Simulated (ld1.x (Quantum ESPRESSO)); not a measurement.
## Ge (Z = 32) ultrasoft: all-electron and pseudo phase curves

* Element: Ge
* Generator: ld1.x (Quantum ESPRESSO) 7.5
* Type: ultrasoft
* Functional: LDA (PZ)
* Relativity: scalar-relativistic
* Frozen core: [Ar] 3d10
* Valence charge: 4
* Reference configuration: 4s2 4p2
* Partial waves: 4s (bound): rcut 1.65, rcutus 1.80 bohr; 4s channel at 1.7 Ry: rcut 1.65, rcutus 1.80 bohr; 4p (bound): rcut 1.90, rcutus 2.35 bohr; 4p channel at 0.1 Ry: rcut 1.90, rcutus 2.35 bohr
* Local potential: all-electron potential smoothed inside 1.40 bohr (lloc = -1)
* Core correction: none
* Augmentation charge: PSQ, inside the norm-conserving radii

The phase is arctan(r·u′/u) with u = r·R(r), unwrapped; energies in Ry, scanned from -3 to 5 Ry. A pole is an energy at which the radial function vanishes at the test radius. The pseudo phase is shifted by a multiple of π to meet the all-electron one at the reference energy, and phase errors are pseudo minus all-electron; the curves can meet again beyond the range given. Levels narrower than the energy grid can be missing from the lists of poles.

| channel | radius (bohr) | reference energy (Ry) | poles, all-electron | poles, pseudo | unbroken range about the reference energy with phases within 0.05 rad | phase error 1 Ry above the reference energy (rad) |
| --- | --- | --- | --- | --- | --- | --- |
| s | 2.56 | -0.88 | 0.10 | 0.10 | the whole range | -0.000 |
| p | 2.56 | -0.30 | 1.24 | 1.24 | below 3.5 | -0.000 |

Phases in the p channel:

```json
{"E (Ry)": "-3.00", "all-electron": "1.312", "pseudo": "1.312"}
{"E (Ry)": "-2.76", "all-electron": "1.297", "pseudo": "1.297"}
{"E (Ry)": "-2.52", "all-electron": "1.279", "pseudo": "1.279"}
{"E (Ry)": "-2.28", "all-electron": "1.257", "pseudo": "1.257"}
{"E (Ry)": "-2.04", "all-electron": "1.229", "pseudo": "1.229"}
{"E (Ry)": "-1.80", "all-electron": "1.194", "pseudo": "1.194"}
{"E (Ry)": "-1.56", "all-electron": "1.145", "pseudo": "1.145"}
{"E (Ry)": "-1.32", "all-electron": "1.077", "pseudo": "1.076"}
{"E (Ry)": "-1.08", "all-electron": "0.970", "pseudo": "0.970"}
{"E (Ry)": "-0.84", "all-electron": "0.786", "pseudo": "0.786"}
{"E (Ry)": "-0.60", "all-electron": "0.433", "pseudo": "0.433"}
{"E (Ry)": "-0.36", "all-electron": "-0.190", "pseudo": "-0.190"}
{"E (Ry)": "-0.12", "all-electron": "-0.797", "pseudo": "-0.797"}
{"E (Ry)": "0.12", "all-electron": "-1.134", "pseudo": "-1.134"}
{"E (Ry)": "0.36", "all-electron": "-1.312", "pseudo": "-1.312"}
{"E (Ry)": "0.60", "all-electron": "-1.418", "pseudo": "-1.418"}
{"E (Ry)": "0.84", "all-electron": "-1.489", "pseudo": "-1.490"}
{"E (Ry)": "1.08", "all-electron": "-1.542", "pseudo": "-1.542"}
{"E (Ry)": "1.32", "all-electron": "-1.583", "pseudo": "-1.583"}
{"E (Ry)": "1.56", "all-electron": "-1.618", "pseudo": "-1.619"}
{"E (Ry)": "1.80", "all-electron": "-1.650", "pseudo": "-1.651"}
{"E (Ry)": "2.04", "all-electron": "-1.680", "pseudo": "-1.681"}
{"E (Ry)": "2.28", "all-electron": "-1.710", "pseudo": "-1.713"}
{"E (Ry)": "2.52", "all-electron": "-1.742", "pseudo": "-1.746"}
{"E (Ry)": "2.76", "all-electron": "-1.777", "pseudo": "-1.784"}
{"E (Ry)": "3.00", "all-electron": "-1.818", "pseudo": "-1.831"}
{"E (Ry)": "3.24", "all-electron": "-1.868", "pseudo": "-1.891"}
{"E (Ry)": "3.48", "all-electron": "-1.934", "pseudo": "-1.976"}
{"E (Ry)": "3.72", "all-electron": "-2.027", "pseudo": "-2.111"}
{"E (Ry)": "3.96", "all-electron": "-2.167", "pseudo": "-2.351"}
{"E (Ry)": "4.20", "all-electron": "-2.399", "pseudo": "-2.825"}
{"E (Ry)": "4.44", "all-electron": "-2.794", "pseudo": "-3.524"}
{"E (Ry)": "4.68", "all-electron": "-3.344", "pseudo": "-4.023"}
{"E (Ry)": "4.92", "all-electron": "-3.812", "pseudo": "-4.277"}
```
